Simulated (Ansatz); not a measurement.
Basis sets compared for TaO4. Charge 0, multiplicity 2. Geometry r2SCAN-D4/def2-SVP. Ansatz on 4 threads of Arm Neoverse V1 on a shared host; times are rough, and most runs start from earlier orbitals.

Cartesian coordinates in Å:
```
Ta 0.089 0.439 0.285
O 1.989 0.146 -0.004
O -1.659 0.173 1.093
O -1.544 -0.367 -0.286
O 1.125 -0.391 -1.087
```

In the def2 sets Ta takes a core potential; there is no spin–orbit coupling. The structure holds 2 bonds between oxygen atoms, so isomers without such links may lie far lower. No other spin state of charge 0 was run. Another isomer (doublet) lies 3.00 eV lower at PBE0-D4/def2-TZVP; other spin states weren't run for this one.

Binding counts from free atoms (Ta quartet, O triplet) in the same basis, without a counterpoise term.

```tsv
level	functions	energy (Eh)	HOMO (eV)	LUMO (eV)	binding per atom (eV)	wall time
PBE-D4/def2-SVP	88	-357.3301	-5.84	-4.25	4.46	1.4 s
PBE0-D4/def2-SVP	88	-357.2287	-7.26	-3.53	3.87	1.8 s
```

**Question.** Estimate the rows for PBE-D4/def2-TZVP (with forces), PBE0-D4/def2-TZVP.

**Answer.** 
```tsv
level	functions	energy (Eh)	HOMO (eV)	LUMO (eV)	binding per atom (eV)	wall time
PBE-D4/def2-TZVP (with forces)	164	-357.7125	-5.85	-4.26	4.44	3.2 s
PBE0-D4/def2-TZVP	164	-357.6170	-7.21	-3.51	3.92	4 s
```
